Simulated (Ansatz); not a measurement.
Cartesian coordinates in Å:
```
C -1.466 -0.278 0.381
Si 0.130 0.617 0.023
O 1.526 -0.140 0.585
Al 1.957 -0.144 -1.105
H -2.300 0.226 -0.113
H -1.438 -1.315 0.044
H -1.658 -0.267 1.459
H -0.018 2.021 0.505
H 3.267 -0.720 -1.778
```

The species carries charge 0 and has multiplicity 1.

(1) List the ωB97M-V/def2-TZVPP orbital energies in eV (Ansatz 0.2.0). (Best estimate.)

Results:

(1) The calculation gave: Occupied: -1807.13, -1532.33, -525.29, -281.02, -148.10, -116.93, -102.26, -102.21, -102.18, -76.57, -76.45, -76.39, -29.25, -22.35, -16.29, -14.50, -14.15, -13.76, -12.74, -12.57, -11.96, -10.65, -8.02. Lowest empty: 0.29, 0.67, 1.72, 2.62, 3.43, 3.71, 4.19, 4.46.
